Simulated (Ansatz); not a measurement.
Program: Ansatz. Geometries: PBE0-D4/def2-TZVP. ΔE: electronic, gas phase. CBS: MP2 limit from def2 TZ/QZ plus the TZ coupled-cluster correction, frozen cores. DFT in def2-TZVPP. One conformer a species, not always the lowest.

`BN[SiH](C)Cl` + `[AlH2][O][SiH3]` → `[BH2][AlH][O][SiH3]` + `C[SiH](N)Cl`  (formal exchange of groups at a B–N bond)

`BN[SiH](C)Cl`:

```xyz
12

B     0.116   -1.417   -1.334
N    -0.366   -0.104   -1.265
Si   -0.339    0.975    0.095
C     0.561    0.245    1.533
Cl   -2.285    1.393    0.642
H     0.626   -1.907   -0.369
H     0.017   -2.028   -2.359
H    -0.794    0.262   -2.105
H     0.227    2.275   -0.338
H     0.087   -0.680    1.865
H     0.550    0.956    2.362
H     1.600    0.029    1.273
```

`[AlH2][O][SiH3]`:

Cartesian coordinates in Å:
```
Al 0.317 -1.713 -0.678
O 0.048 -0.171 -0.065
Si -0.242 1.315 0.521
H 1.197 -2.707 0.178
H -0.324 -2.078 -2.074
H 0.807 2.258 0.051
H -0.235 1.293 2.009
H -1.568 1.803 0.059
```

`[BH2][AlH][O][SiH3]`:

Cartesian coordinates in Å:
```
B -1.144 -1.874 -1.273
Al 0.396 -0.415 -1.237
O 0.522 0.569 0.132
Si 0.505 1.427 1.507
H -2.243 -1.648 -1.698
H -0.986 -2.995 -0.875
H 1.453 -0.163 -2.395
H 0.238 2.860 1.214
H -0.557 0.927 2.424
H 1.817 1.314 2.200
```

`C[SiH](N)Cl`:

```xyz
10

C     0.919   -0.994    0.392
Si   -0.264    0.049   -0.581
N    -0.555    1.517    0.238
Cl   -1.975   -1.098   -0.881
H     1.099   -1.944   -0.115
H     1.872   -0.474    0.516
H     0.513   -1.216    1.382
H     0.211    0.389   -1.941
H    -0.776    1.510    1.222
H    -1.045    2.262   -0.232
```

```
       level  ΔE (kJ/mol)
     ωB97X-V        165.1
HF/CBS(def2)        163.2
```

**Question.** What does CCSD(T)/CBS give? (An estimate is asked.)

**Answer.** Ansatz gave: +166.1 kJ/mol. The listed levels differ from it by -1.0, -2.9 kJ/mol.

Largest T1 diagnostic among the species: 0.012.

In def2-TZVPP, CCSD(T) changes the Hartree–Fock value by +5.1 kJ/mol (the triples alone add +2.5 kJ/mol) and MP2 by +12.8 kJ/mol. The D4 term adds +4.4 kJ/mol with B3LYP and +2.3 kJ/mol with PBE0; it sums over pairs of atoms, weighted by their polarisabilities, and B3LYP, whose exchange is more repulsive, gets the larger term.

B3LYP here is the variant with VWN-RPA as its local correlation; programs differ in this.
